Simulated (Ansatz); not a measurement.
Two members of one family (Series InH2X), computed with Ansatz in the gas phase; def2 core potentials for In, no spin–orbit coupling. The two geometries come from different levels. Binding counts from free atoms in the multiplicity of their measured ground term, without zero-point energy. A dash marks a value that wasn't run or was left out as unsound. The structures are stationary points that may keep the symmetry of their start. Remarks come from the PBE and PBE0 runs and from stability tests at other levels; not every state was tested. HOMO above LUMO (over both spins in singlets and doublets, within one spin in higher multiplets; at PBE or PBE0), or a gap under 0.15 eV within one spin, warns that the state may not be the lowest or that an electron is smeared out.

First: InH2(NH2) (singlet, charge 0, B3LYP-D4/def2-TZVP geometry).

Cartesian coordinates in Å:
```
In 0.197 -0.643 0.689
H -0.253 -0.155 2.271
H 0.940 -2.085 0.128
N -0.217 0.708 -0.759
H -0.015 0.573 -1.736
H -0.652 1.601 -0.593
```

| level | HOMO (eV) | LUMO (eV) | gap (eV) | vertical IE (eV) | vertical triplet (eV) | binding per atom (eV) |
| --- | --- | --- | --- | --- | --- | --- |
| LDA (SPW92)/def2-TZVP | -5.82 | -2.02 | 3.80 | – | – | 3.00 |
| PBE-D4/def2-SVP | -5.44 | -1.65 | 3.80 | – | – | 2.59 |
| PBE-D4/def2-TZVP | -5.62 | -1.79 | 3.83 | 9.21 | 4.27 | 2.63 |
| PBE0-D4/def2-TZVP | -6.88 | -1.09 | 5.79 | 9.05 | 4.23 | 2.58 |
| r2SCAN0-D4/def2-TZVP | -7.05 | -0.91 | 6.15 | – | – | 2.55 |

Remarks: gap within one spin near zero at PBE or PBE0 (+1 doublet), gap within one spin near zero at PBE or PBE0 (triplet).

Second: InH2(CCH) (singlet, charge 0, PBE-D4/def2-TZVP geometry).

```csv
atom,x (Å),y (Å),z (Å)
In1,0.443,-1.149,-0.625
H2,-0.679,-2.455,-0.723
H3,2.057,-1.136,-1.233
C4,-0.227,0.606,0.331
C5,-0.625,1.620,0.883
H6,-0.969,2.514,1.367
```

Estimate how these quantities change from the first to the second (second minus first).


| level | Δ HOMO (eV) | Δ LUMO (eV) | Δ gap (eV) | Δ vertical IE (eV) | Δ vertical triplet (eV) | Δ binding per atom (eV) |
| --- | --- | --- | --- | --- | --- | --- |
| LDA (SPW92)/def2-TZVP | -0.90 | -1.01 | -0.11 | – | – | 0.90 |
| PBE-D4/def2-SVP | -1.02 | -1.05 | -0.03 | – | – | 0.88 |
| PBE-D4/def2-TZVP | -0.94 | -0.97 | -0.03 | 0.34 | -0.35 | 0.85 |
| PBE0-D4/def2-TZVP | -0.84 | -0.92 | -0.08 | 0.74 | 0.04 | 0.83 |
| r2SCAN0-D4/def2-TZVP | -0.82 | -0.94 | -0.12 | – | – | 0.79 |
